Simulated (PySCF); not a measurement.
## Co¹⁷⁺ (cobalt, charge +17): Hartree-Fock from Schrödinger to Dirac-Coulomb-Breit

Occupied: 1s1/2, 2s1/2, 2p1/2, 2p3/2. Hartree-Fock calculated with PySCF 2.14 in an uncontracted even-tempered set (20 s from 1.2 bohr⁻², ratio 2.3; 14 p from 1.4 bohr⁻², ratio 2.3), Gaussian nucleus throughout. NR is non-relativistic, sf-X2C the spin-free one-electron X2C Hamiltonian, X2C adds the bare one-electron spin-orbit term, X2C-SNSO screens it by Boettger's factors, DC is four-component Dirac-Coulomb, and the Gaunt and Breit terms are added at first order (total energies over the DC spinors, levels after relaxing the spinors in that mean field). QED terms are absent. Levels marked empty are virtual spinors of this ion.

```tsv
Hamiltonian	E (hartree)	E − E(DC) (hartree)	CPU seconds
NR	-1236.8906	10.2689	0.56
sf-X2C	-1246.9517	0.2078	0.32
X2C	-1246.9798	0.1797	0.41
X2C-SNSO	-1246.9758	0.1837	0.41
DC	-1247.1595	0.0000	19
DC+Gaunt	-1246.6206	0.5389	34
DC+Breit	-1246.6651	0.4945	100
```

Question: Give the 2p spin-orbit interval with each Hamiltonian that has one.

Answer: X2C 16.99; X2C-SNSO 15.72; DC 15.57; DC+Gaunt 15.19; DC+Breit 15.19 (eV).

```
   level (eV)       NR   sf-X2C      X2C  X2C-SNSO       DC  DC+Gaunt  DC+Breit
        1s1/2  -8314.0  -8390.2  -8390.1   -8390.2  -8393.8   -8384.9   -8385.3
        2s1/2  -1523.4  -1541.6  -1541.5   -1541.5  -1541.9   -1541.2   -1541.2
        2p1/2  -1400.1  -1404.7  -1416.1   -1415.3  -1415.3   -1414.1   -1414.2
        2p3/2  -1400.1  -1404.7  -1399.1   -1399.5  -1399.8   -1398.9   -1399.0
3s1/2 (empty)  -541.45  -546.03  -546.02   -546.02  -546.09   -545.93   -545.95
3p1/2 (empty)  -505.59  -507.24  -509.60   -509.42  -509.44   -509.17   -509.21
3p3/2 (empty)  -505.59  -507.24  -506.10   -506.18  -506.22   -506.04   -506.08
```

Weight of the small component: 1s1/2 0.00946, 2s1/2 0.00183, 2p1/2 0.00179, 2p3/2 0.00176, 3s1/2 0.000581, 3p1/2 0.000562, 3p3/2 0.000557.

Koopmans' value for the highest occupied level at DC+Breit: 1399.0 eV, against an ionisation energy of 1397.2 ± 0.5 eV (measured; NIST Atomic Spectra Database, ionization energies); the former lacks relaxation, correlation, QED and recoil.

The whole ladder took 160 s of wall time on 1 thread of Neoverse-N1 (shared host), launched as `OMP_NUM_THREADS=1 python relrun2.py TASK.json OUT` (a driver that calls PySCF for each Hamiltonian).
